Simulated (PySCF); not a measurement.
C2HF5, charge -1, doublet, at the geometry of the source list (a state made from the parent by changing its charge; the spin is typed, not shown lowest) (in this run its highest filled SCF level lies above zero, so its values depend strongly on the basis, on diffuse functions most of all); DF-PBE/6-31G (PySCF).

PySCF was given this input:
```python
from pyscf import gto, scf, dft

mol = gto.Mole()
mol.atom = '''
    F     1.10220000   -1.19930000    0.67480000
    C     0.77990000   -0.12100000   -0.05470000
    F     1.41890000    0.93700000    0.46610000
    C    -0.74820000    0.11140000    0.00470000
    F    -1.19280000    0.29790000    1.23880000
    F    -1.07750000    1.18140000   -0.72060000
    F    -1.39140000   -0.93590000   -0.51370000
    H     1.10880000   -0.27150000   -1.09550000
'''
mol.basis = '6-31g'
mol.charge = -1
mol.spin = 1
mol.verbose = 4
mol.build()

mf = dft.UKS(mol)
mf.xc = 'pbe'
mf = mf.density_fit(auxbasis='def2-universal-jkfit')
mf.kernel()
mf.analyze()
```

Output, abridged:

```
PySCF version 2.14.0

[INPUT] verbose = 4
[INPUT] num. atoms = 8
[INPUT] num. electrons = 59
[INPUT] charge = -1
[INPUT] spin (= nelec alpha-beta = 2S) = 1
[INPUT] symmetry False subgroup None
[INPUT] Mole.unit = angstrom
[INPUT] Symbol           X                Y                Z      unit          X                Y                Z       unit  Magmom
[INPUT]  1 F      1.102200000000  -1.199300000000   0.674800000000 AA    2.082856134496  -2.266348541191   1.275187188857 Bohr   0.0
[INPUT]  2 C      0.779900000000  -0.121000000000  -0.054700000000 AA    1.473797404548  -0.228656861072  -0.103368019014 Bohr   0.0
[INPUT]  3 F      1.418900000000   0.937000000000   0.466100000000 AA    2.681332398145   1.770673378717   0.880801346660 Bohr   0.0
[INPUT]  4 C     -0.748200000000   0.111400000000   0.004700000000 AA   -1.413893086400   0.210515490277   0.008881712785 Bohr   0.0
[INPUT]  5 F     -1.192800000000   0.297900000000   1.238800000000 AA   -2.254065321381   0.562949412508   2.340992723111 Bohr   0.0
[INPUT]  6 F     -1.077500000000   1.181400000000  -0.720600000000 AA   -2.036179899219   2.232522443561  -1.361736645362 Bohr   0.0
[INPUT]  7 F     -1.391400000000  -0.935900000000  -0.513700000000 AA   -2.629364929720  -1.768594679980  -0.970752310189 Bohr   0.0
[INPUT]  8 H      1.108800000000  -0.271500000000  -1.095500000000 AA    2.095328326918  -0.513060642819  -2.070194969461 Bohr   0.0

nuclear repulsion = 359.1601878709
number of shells = 37
number of NR pGTOs = 158
number of NR cGTOs = 65
basis = 6-31g
ecp = {}

******** <class 'pyscf.df.df_jk.DFUKS'> ********
method = DFUKS
initial guess = minao
damping factor = 0
level_shift factor = 0
DIIS = <class 'pyscf.scf.diis.CDIIS'>
diis_start_cycle = 1
diis_space = 8
diis_damp = 0
SCF conv_tol = 1e-09
SCF conv_tol_grad = None
SCF max_cycles = 50
direct_scf = False
number electrons alpha = 30  beta = 29
XC library pyscf.dft.libxc version 7.1.2
    S. Lehtola, C. Steigemann, M. J. T. Oliveira, and M. A. L. Marques,  SoftwareX 7, 1–5 (2018)
XC functionals = pbe
    J. P. Perdew, K. Burke, and M. Ernzerhof,  Phys. Rev. Lett. 77, 3865 (1996)
    J. P. Perdew, K. Burke, and M. Ernzerhof,  Phys. Rev. Lett. 78, 1396 (1997)
    J. P. Perdew, K. Burke, and M. Ernzerhof,  Phys. Rev. Lett. 77, 3865 (1996)
    J. P. Perdew, K. Burke, and M. Ernzerhof,  Phys. Rev. Lett. 78, 1396 (1997)
radial grids:
    Treutler-Ahlrichs [JCP 102, 346 (1995); DOI:10.1063/1.469408] (M4) radial grids

becke partition: Becke, JCP 88, 2547 (1988); DOI:10.1063/1.454033
pruning grids: <function nwchem_prune>
grids dens level: 3
symmetrized grids: False
atomic radii adjust function: <function treutler_atomic_radii_adjust>
small_rho_cutoff = 0
Set gradient conv threshold to 3.16228e-05
tot grids = 109360
init E= -576.411621284222

cycle= 1 E= -574.924545371833  delta_E= 1.49  |g|= 0.823  |ddm|= 2.82
cycle= 2 E= -574.345259754383  delta_E= 0.579  |g|= 1.57  |ddm|= 6.84
cycle= 3 E= -575.143281216339  delta_E= -0.798  |g|= 0.129  |ddm|=  6.7
cycle= 4 E= -575.131003328586  delta_E= 0.0123  |g|= 0.21  |ddm|=  6.2
cycle= 5 E= -575.147613111809  delta_E= -0.0166  |g|= 0.0689  |ddm|= 6.19
cycle= 6 E= -575.146211675041  delta_E= 0.0014  |g|= 0.106  |ddm|= 5.75
cycle= 7 E= -575.149495234284  delta_E= -0.00328  |g|= 0.0785  |ddm|= 0.752
cycle= 8 E= -575.152065591362  delta_E= -0.00257  |g|= 0.0476  |ddm|=  1.2
cycle= 9 E= -575.152879183551  delta_E= -0.000814  |g|= 0.0345  |ddm|= 0.811
cycle= 10 E= -575.152605262318  delta_E= 0.000274  |g|= 0.0409  |ddm|= 0.21
cycle= 11 E= -575.152533078013  delta_E= 7.22e-05  |g|= 0.0406  |ddm|= 0.0756
cycle= 12 E= -575.152951578325  delta_E= -0.000419  |g|= 0.0306  |ddm|= 0.114
cycle= 13 E= -575.153269595979  delta_E= -0.000318  |g|= 0.0225  |ddm|= 0.147
cycle= 14 E= -575.153403597175  delta_E= -0.000134  |g|= 0.0146  |ddm|= 0.052
cycle= 15 E= -575.153534370027  delta_E= -0.000131  |g|= 0.00332  |ddm|= 0.142
cycle= 16 E= -575.153543687611  delta_E= -9.32e-06  |g|= 0.000393  |ddm|= 0.0713
cycle= 17 E= -575.153543664908  delta_E= 2.27e-08  |g|= 0.000377  |ddm|= 0.00372
cycle= 18 E= -575.153543753056  delta_E= -8.81e-08  |g|= 6.97e-05  |ddm|= 0.00405
cycle= 19 E= -575.153543755268  delta_E= -2.21e-09  |g|= 2.25e-05  |ddm|= 0.000615
cycle= 20 E= -575.153543755236  delta_E= 3.25e-11  |g|= 2.52e-05  |ddm|= 0.00105
Extra cycle  E= -575.153543748178  delta_E= 7.06e-09  |g|= 0.000105  |ddm|= 0.00287
converged SCF energy = -575.153543748178  <S^2> = 0.75123591  2S+1 = 2.0012355
**** SCF Summaries ****
Total Energy =                        -575.153543748177526
Nuclear Repulsion Energy =             359.160187870900415
One-electron Energy =                -1527.332974175005802
Two-electron Energy =                  593.019242555927804
Two-electron Coulomb Energy =          656.472550815506906
DFT Exchange-Correlation Energy =      -63.453308259579117
**** MO energy ****
                             alpha | beta                alpha | beta
MO #1   energy= -24.0843311697797  | -24.0837218039095  occ= 1 | 1
MO #2   energy= -24.0767681267907  | -24.0747932123008  occ= 1 | 1
MO #3   energy= -24.07206421897    | -24.0695940297591  occ= 1 | 1
MO #4   energy= -24.0515825288201  | -24.0509257720282  occ= 1 | 1
MO #5   energy= -24.0345652524617  | -24.0318904058397  occ= 1 | 1
MO #6   energy= -9.87326282349454  | -9.8690681839375   occ= 1 | 1
MO #7   energy= -9.7793319919223   | -9.77477172236783  occ= 1 | 1
MO #8   energy= -1.01064743163838  | -1.00629870917352  occ= 1 | 1
MO #9   energy= -0.93593862833433  | -0.931795368488464 occ= 1 | 1
MO #10  energy= -0.915321258925035 | -0.912859836753354 occ= 1 | 1
MO #11  energy= -0.912163067338982 | -0.906684786706656 occ= 1 | 1
MO #12  energy= -0.871278340710504 | -0.867013580284409 occ= 1 | 1
MO #13  energy= -0.453311609704989 | -0.44278259152369  occ= 1 | 1
MO #14  energy= -0.378127071778272 | -0.373370744170996 occ= 1 | 1
MO #15  energy= -0.31718232719337  | -0.313907346731256 occ= 1 | 1
MO #16  energy= -0.316069711393413 | -0.306872800729174 occ= 1 | 1
MO #17  energy= -0.303780870673239 | -0.299713257838808 occ= 1 | 1
MO #18  energy= -0.253361582771295 | -0.250091117397813 occ= 1 | 1
MO #19  energy= -0.251469982212048 | -0.239987089940346 occ= 1 | 1
MO #20  energy= -0.184198796555938 | -0.181169113621578 occ= 1 | 1
MO #21  energy= -0.182154049064127 | -0.179316174994281 occ= 1 | 1
MO #22  energy= -0.17397150103233  | -0.170739564320955 occ= 1 | 1
MO #23  energy= -0.15112834768203  | -0.149433749062606 occ= 1 | 1
MO #24  energy= -0.143472605881723 | -0.141045652156347 occ= 1 | 1
MO #25  energy= -0.12627594475166  | -0.123790818579637 occ= 1 | 1
MO #26  energy= -0.121669436368665 | -0.119202602991187 occ= 1 | 1
MO #27  energy= -0.110686637500208 | -0.104944831273743 occ= 1 | 1
MO #28  energy= -0.104184866017752 | -0.100210709352676 occ= 1 | 1
MO #29  energy= -0.0440387306054584 | -0.0361833189783569 occ= 1 | 1
MO #30  energy= 0.285015360655068  | 0.299257203913788  occ= 1 | 0
MO #31  energy= 0.290211850637314  | 0.318582089622888  occ= 0 | 0
MO #32  energy= 0.327751896955838  | 0.352714841796776  occ= 0 | 0
MO #33  energy= 0.374961510752144  | 0.380705359650209  occ= 0 | 0
MO #34  energy= 0.427078002086534  | 0.436182805897336  occ= 0 | 0
MO #35  energy= 0.42927491197001   | 0.444279093841159  occ= 0 | 0
MO #36  energy= 0.446029186811685  | 0.463738735885144  occ= 0 | 0
MO #37  energy= 0.661128392483326  | 0.664559164835725  occ= 0 | 0
MO #38  energy= 0.694325148187572  | 0.705099870069739  occ= 0 | 0

To work with the spin densities directly, `use mulliken_meta_spin()` only printing them here.

 ** Mulliken spin pop alpha/beta on meta-lowdin orthogonal AOs **
 ** Mulliken Spin Density (per AO)  **
spin_pop of  0 F 1s       -0.00000
spin_pop of  0 F 2s        0.02209
spin_pop of  0 F 3s        0.00107
spin_pop of  0 F 2px       0.01034
spin_pop of  0 F 2py       0.03148
spin_pop of  0 F 2pz       0.00278
spin_pop of  0 F 3px      -0.00004
spin_pop of  0 F 3py       0.00190
spin_pop of  0 F 3pz       0.00021
spin_pop of  1 C 1s       -0.00000
spin_pop of  1 C 2s        0.00648
spin_pop of  1 C 3s        0.00004
spin_pop of  1 C 2px      -0.00113
spin_pop of  1 C 2py       0.09114
spin_pop of  1 C 2pz       0.17632
spin_pop of  1 C 3px       0.00339
spin_pop of  1 C 3py       0.01019
spin_pop of  1 C 3pz       0.01088
spin_pop of  2 F 1s       -0.00000
spin_pop of  2 F 2s        0.00058
spin_pop of  2 F 3s        0.00023
spin_pop of  2 F 2px      -0.00085
spin_pop of  2 F 2py      -0.00159
spin_pop of  2 F 2pz       0.01431
spin_pop of  2 F 3px       0.00005
spin_pop of  2 F 3py       0.00000
spin_pop of  2 F 3pz       0.00008
spin_pop of  3 C 1s       -0.00000
spin_pop of  3 C 2s        0.00865
spin_pop of  3 C 3s        0.00150
spin_pop of  3 C 2px      -0.00239
spin_pop of  3 C 2py       0.07396
spin_pop of  3 C 2pz       0.13576
spin_pop of  3 C 3px      -0.00021
spin_pop of  3 C 3py       0.00202
spin_pop of  3 C 3pz       0.00447
spin_pop of  4 F 1s       -0.00000
spin_pop of  4 F 2s        0.01223
spin_pop of  4 F 3s        0.00062
spin_pop of  4 F 2px       0.01391
spin_pop of  4 F 2py       0.01139
spin_pop of  4 F 2pz       0.01403
spin_pop of  4 F 3px       0.00005
spin_pop of  4 F 3py       0.00007
spin_pop of  4 F 3pz       0.00119
spin_pop of  5 F 1s       -0.00000
spin_pop of  5 F 2s        0.01327
spin_pop of  5 F 3s        0.00138
spin_pop of  5 F 2px       0.00994
spin_pop of  5 F 2py       0.02185
spin_pop of  5 F 2pz       0.00228
spin_pop of  5 F 3px       0.00002
spin_pop of  5 F 3py       0.00077
spin_pop of  5 F 3pz       0.00011
spin_pop of  6 F 1s       -0.00000
spin_pop of  6 F 2s        0.00151
spin_pop of  6 F 3s        0.00009
spin_pop of  6 F 2px       0.00041
spin_pop of  6 F 2py      -0.00186
spin_pop of  6 F 2pz       0.01080
spin_pop of  6 F 3px       0.00006
spin_pop of  6 F 3py       0.00007
spin_pop of  6 F 3pz       0.00042
spin_pop of  7 H 1s        0.18571
spin_pop of  7 H 2s        0.09600
 ** Mulliken Spin Density (per atom)  **
spin density of  0 F =      0.06983
spin density of  1 C =      0.29731
spin density of  2 F =      0.01281
spin density of  3 C =      0.22376
spin density of  4 F =      0.05349
spin density of  5 F =      0.04961
spin density of  6 F =      0.01148
spin density of  7 H =      0.28171
 ** Mulliken pop alpha/beta on meta-lowdin orthogonal AOs **
 ** Mulliken pop       alpha | beta **
In total            30.00000 | 29.00000
 ** Mulliken atomic charges   ( Nelec_alpha | Nelec_beta ) **
charge of  0F =     -0.32601  (     4.69792      4.62809 )
charge of  1C =      0.16582  (     3.06574      2.76843 )
charge of  2F =     -0.29562  (     4.65422      4.64141 )
charge of  3C =      0.48149  (     2.87113      2.64738 )
charge of  4F =     -0.28748  (     4.67049      4.61700 )
charge of  5F =     -0.30052  (     4.67507      4.62545 )
charge of  6F =     -0.27607  (     4.64378      4.63229 )
charge of  7H =     -0.16161  (     0.72166      0.43995 )

WARN: System has nonzero charge -1; the dipole moment is origin-dependent.
Location of origin: [0. 0. 0.]

Dipole moment(X, Y, Z, Debye): -1.26942,  0.54937,  0.08333
```
